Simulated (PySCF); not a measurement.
## Simulated absorption spectrum

Zr(OPh)F3, C6H5F3OZr (singlet state).
SMILES: `[F][Zr]([F])([F])[O]c1ccccc1`

Method used: PySCF, TDDFT wB97X-D/def2-SVPD, vertical, gas phase, core orbitals frozen in the response, def2 core potentials past Kr. Isolated species at its PBE0-D3(BJ)/def2-SVP geometry, gas phase. Spin–orbit coupling is left out.

Each state is given a Gaussian of 0.5 eV full width at half maximum, with ε(max) = 2.175×10⁸ f / Δν̃ (Δν̃ the width in cm⁻¹). The width is an assumption, not a result. The curve ends short of the highest state used, and states not computed would add to its high-energy end.

```json
{"λ (nm)": "190.8", "ε (L mol⁻¹ cm⁻¹)": "17548"}
{"λ (nm)": "193.7", "ε (L mol⁻¹ cm⁻¹)": "10920"}
{"λ (nm)": "196.6", "ε (L mol⁻¹ cm⁻¹)": "6383"}
{"λ (nm)": "199.4", "ε (L mol⁻¹ cm⁻¹)": "3742"}
{"λ (nm)": "202.3", "ε (L mol⁻¹ cm⁻¹)": "2497"}
{"λ (nm)": "205.2", "ε (L mol⁻¹ cm⁻¹)": "2646"}
{"λ (nm)": "208.1", "ε (L mol⁻¹ cm⁻¹)": "4165"}
{"λ (nm)": "211.0", "ε (L mol⁻¹ cm⁻¹)": "6873"}
{"λ (nm)": "213.8", "ε (L mol⁻¹ cm⁻¹)": "10095"}
{"λ (nm)": "216.7", "ε (L mol⁻¹ cm⁻¹)": "13185"}
{"λ (nm)": "219.6", "ε (L mol⁻¹ cm⁻¹)": "15100"}
{"λ (nm)": "222.5", "ε (L mol⁻¹ cm⁻¹)": "15300"}
{"λ (nm)": "225.3", "ε (L mol⁻¹ cm⁻¹)": "13929"}
{"λ (nm)": "228.2", "ε (L mol⁻¹ cm⁻¹)": "11431"}
{"λ (nm)": "231.1", "ε (L mol⁻¹ cm⁻¹)": "8563"}
{"λ (nm)": "234.0", "ε (L mol⁻¹ cm⁻¹)": "5921"}
{"λ (nm)": "236.9", "ε (L mol⁻¹ cm⁻¹)": "3826"}
{"λ (nm)": "239.7", "ε (L mol⁻¹ cm⁻¹)": "2382"}
{"λ (nm)": "242.6", "ε (L mol⁻¹ cm⁻¹)": "1400"}
{"λ (nm)": "245.5", "ε (L mol⁻¹ cm⁻¹)": "798"}
{"λ (nm)": "248.4", "ε (L mol⁻¹ cm⁻¹)": "445"}
{"λ (nm)": "251.3", "ε (L mol⁻¹ cm⁻¹)": "245"}
{"λ (nm)": "254.1", "ε (L mol⁻¹ cm⁻¹)": "135"}
{"λ (nm)": "257.0", "ε (L mol⁻¹ cm⁻¹)": "72"}
{"λ (nm)": "259.9", "ε (L mol⁻¹ cm⁻¹)": "38"}
{"λ (nm)": "262.8", "ε (L mol⁻¹ cm⁻¹)": "19"}
{"λ (nm)": "265.6", "ε (L mol⁻¹ cm⁻¹)": "10"}
{"λ (nm)": "268.5", "ε (L mol⁻¹ cm⁻¹)": "5"}
{"λ (nm)": "271.4", "ε (L mol⁻¹ cm⁻¹)": "2"}
{"λ (nm)": "274.3", "ε (L mol⁻¹ cm⁻¹)": "1"}
```

Question: Locate the maxima and give the states behind the curve.

Answer: 221 nm (5.60 eV), ε about 15000, made up of S2 (99%) (ε in L mol⁻¹ cm⁻¹; maxima over ε = 5, shares over 10%). At its high-energy end, 6.50 eV, the curve is still rising (ε about 18000, from S5, S6 and S7). The states used: S1 5.27 eV (f 0.0091); S2 5.60 eV (f 0.283); S3 5.92 eV (f 0.0003); S4 6.27 eV (f 0.0002); S5 6.43 eV (f 0.071); S6 6.72 eV (f 0.332); S7 6.90 eV (f 0.290); S8 6.92 eV (f 0.110); S9 7.05 eV (f 0.0057); S10 7.10 eV (f 0.0008).

Question: On this curve, what absorbance would a 10⁻³ mol/L sample give at 248 nm over a 1 cm path?

Answer: 248 nm is 4.999 eV, where ε is about 480 L mol⁻¹ cm⁻¹, so A = ε c l ≈ 0.48 (Beer–Lambert, with the gas-phase spectrum and the assumed width).

Question: Coming from long wavelengths, where does ε first pass 100 L mol⁻¹ cm⁻¹?

Answer: At about 255 nm (4.85 eV), 0.42 eV below S1.

Question: What would ε be at 5.60 eV, the highest of these maxima, with half the width (0.25 eV)?

Answer: About 30600 L mol⁻¹ cm⁻¹ against 15400, a factor of about 1.98; a lone state at its own centre would give exactly 2.

The vertical ionisation energy (ΔSCF) is 8.85 eV, 1.75 eV above S10.
